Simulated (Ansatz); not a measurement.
```yaml
crystal:
  periodic: [false, false, false]
  atoms:
    - {symbol: N, position_ang: [-1.146043, -0.063892, 2.443040]}
    - {symbol: Si, position_ang: [-0.247810, 0.919951, 1.363276]}
    - {symbol: N, position_ang: [-0.420002, 0.328369, -0.243046]}
    - {symbol: Si, position_ang: [0.751440, 0.079508, -1.478222]}
    - {symbol: N, position_ang: [0.494461, -1.443756, -2.222746]}
    - {symbol: H, position_ang: [-0.917674, -1.033125, 2.591464]}
    - {symbol: H, position_ang: [-1.574097, 0.345788, 3.256530]}
    - {symbol: H, position_ang: [1.222361, 0.970961, 1.591072]}
    - {symbol: H, position_ang: [-0.813195, 2.281607, 1.573882]}
    - {symbol: H, position_ang: [-1.375491, 0.146950, -0.525392]}
    - {symbol: H, position_ang: [2.062372, 0.263810, -0.797505]}
    - {symbol: H, position_ang: [0.658178, 1.044761, -2.608588]}
    - {symbol: H, position_ang: [0.596041, -2.306354, -1.713627]}
    - {symbol: H, position_ang: [0.696361, -1.563874, -3.201338]}
basis:
  gaussian: {orbitals: def2-SVP}
magnetization: {spin_polarized: true, initial_magnetization: 8}
hamiltonian: {xc: {name: HSE06}, pseudopotentials: {relativity: scalar}}
```

```sh
$ ansatz run in.yaml --threads 4 --pin off --events-out ev --progress --plain --max-ram 10444MiB
```

It prints (some lines left out):

```
Functional definition: HSE06
1227 factors; integrals over basis functions are off by at most 1.1e-3 eV
121 factors; integrals over basis functions are off by at most 4.0e-7 eV
mean field evaluation 1: about -20349.2901 eV, gradient 3.9e1 eV
mean field evaluation 2: about -20330.7688 eV, gradient 6.7e1 eV
mean field evaluation 4: about -20356.0629 eV, gradient 5.4e0 eV
mean field evaluation 8: about -20356.3640 eV, gradient 9.1e-1 eV
mean field evaluation 16: about -20356.9327 eV, gradient 8.4e-1 eV
mean field evaluation 32: about -20356.3189 eV, gradient 4.8e0 eV
mean field evaluation 64: about -20356.8382 eV, gradient 5.8e-1 eV
mean field evaluation 96: about -20356.4567 eV, gradient 1.7e0 eV
mean field -20356.94629853 eV, -748.1039780372 hartree, gradient 1.2e-5 eV, S^2 20.010230; 10 other end points of the search recorded, 0 dependent functions left out
reference -20356.94634970 eV, -748.1039799177 hartree; 33, 25 occupied and 90, 98 virtual orbitals, 1227 factors
Total energy: -20356.94634970 eV, -748.1039799177 hartree
Relativity: scalar
```

(1) What is wrong with this run?

## Answers

(1) The spin is set far too high for this molecule. The run converged. The result belongs to that input, not to the molecule as meant.

HSE06 is defined as in plane-wave codes.
